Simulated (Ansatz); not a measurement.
Steps of a relaxation of CH2ClNSSi (`N=C1S[SiH]1Cl`) with RKS PBE0-D4/def2-TZVP.

```sh
$ ansatz run in.yaml --threads 2 --pin off --events-out ev --progress --plain --max-ram 4352MiB
```

```yaml
crystal:
  periodic: [false, false, false]
  atoms:
    - {symbol: N, position_ang: [-0.819732, -0.252542, 1.823290]}
    - {symbol: C, position_ang: [-0.098843, -0.210561, 0.784800]}
    - {symbol: S, position_ang: [1.717766, -0.515706, 0.621127]}
    - {symbol: Si, position_ang: [0.403909, 0.015552, -0.978472]}
    - {symbol: Cl, position_ang: [0.531445, 1.897581, -1.827766]}
    - {symbol: H, position_ang: [-1.800523, -0.021982, 1.588389]}
    - {symbol: H, position_ang: [0.127278, -0.980441, -2.057068]}
basis:
  gaussian: {orbitals: def2-TZVP}
hamiltonian: {xc: pbe0, dispersion: d4}
relax: {f_tol: 0.005, max_steps: 150}
```

Positions (Å) and forces (eV/Å) along the path, 7 of 7 steps:

```xyz
7
step=1 energy=-33783.8549 eV
N    -0.820   -0.253    1.823    0.152    0.168   -1.078
C    -0.099   -0.211    0.785   -0.090   -0.052    0.457
S     1.718   -0.516    0.621   -0.898    0.236   -0.393
Si    0.404    0.016   -0.978    0.320    0.141    0.351
Cl    0.531    1.898   -1.828   -0.065   -0.606    0.281
H    -1.801   -0.022    1.588    0.552   -0.135    0.121
H     0.127   -0.980   -2.057    0.030    0.248    0.262
7
step=2 energy=-33783.9064 eV
N    -0.813   -0.245    1.804   -0.059    0.040   -0.250
C    -0.098   -0.205    0.777    0.155   -0.030   -0.083
S     1.704   -0.509    0.613   -0.329    0.082   -0.103
Si    0.415    0.015   -0.970    0.051   -0.082    0.265
Cl    0.523    1.867   -1.803   -0.004   -0.022    0.013
H    -1.786   -0.027    1.570    0.173   -0.031    0.082
H     0.117   -0.965   -2.037    0.013    0.043    0.076
7
step=3 energy=-33783.9110 eV
N    -0.812   -0.253    1.794   -0.037    0.044    0.019
C    -0.099   -0.210    0.769    0.118    0.006   -0.081
S     1.694   -0.505    0.608   -0.040   -0.023    0.034
Si    0.416    0.016   -0.966   -0.020   -0.002    0.028
Cl    0.519    1.867   -1.797   -0.001    0.017   -0.015
H    -1.778   -0.016    1.570   -0.015   -0.041    0.026
H     0.120   -0.967   -2.024   -0.004    0.000   -0.010
7
step=4 energy=-33783.9113 eV
N    -0.809   -0.242    1.795   -0.038   -0.034    0.009
C    -0.097   -0.202    0.769    0.048   -0.021   -0.011
S     1.692   -0.510    0.609    0.014    0.018    0.030
Si    0.417    0.017   -0.965   -0.021    0.008   -0.037
Cl    0.523    1.867   -1.800    0.004   -0.001   -0.002
H    -1.780   -0.032    1.569   -0.006    0.034    0.024
H     0.116   -0.965   -2.022   -0.001   -0.005   -0.013
7
step=5 energy=-33783.9117 eV
N    -0.810   -0.248    1.795   -0.021    0.003   -0.015
C    -0.097   -0.206    0.769    0.037   -0.006    0.003
S     1.692   -0.508    0.611   -0.013    0.003    0.007
Si    0.416    0.016   -0.966   -0.007    0.005   -0.012
Cl    0.522    1.867   -1.801    0.001   -0.003    0.002
H    -1.780   -0.025    1.571    0.002   -0.001    0.017
H     0.118   -0.965   -2.025    0.001   -0.001   -0.002
7
step=6 energy=-33783.9117 eV
N    -0.811   -0.247    1.794   -0.015    0.000    0.011
C    -0.095   -0.206    0.770   -0.002   -0.002   -0.024
S     1.693   -0.509    0.610   -0.003    0.003    0.013
Si    0.416    0.016   -0.966   -0.009    0.001    0.002
Cl    0.521    1.867   -1.800    0.004    0.000   -0.002
H    -1.781   -0.025    1.571    0.024   -0.003    0.004
H     0.118   -0.966   -2.025    0.001    0.000   -0.004
7
step=7 energy=-33783.9117 eV
N    -0.810   -0.248    1.794   -0.003    0.001   -0.001
C    -0.096   -0.206    0.769    0.002   -0.001   -0.001
S     1.692   -0.507    0.611   -0.003    0.001    0.002
Si    0.415    0.017   -0.967    0.000    0.001   -0.003
Cl    0.522    1.867   -1.801    0.001   -0.001    0.000
H    -1.780   -0.025    1.573    0.003   -0.002    0.003
H     0.118   -0.965   -2.026    0.000    0.000    0.000
```

Run time 37 s (2 threads of an Intel Xeon 6975P-C on a shared host); peak host memory 0.51 GiB.
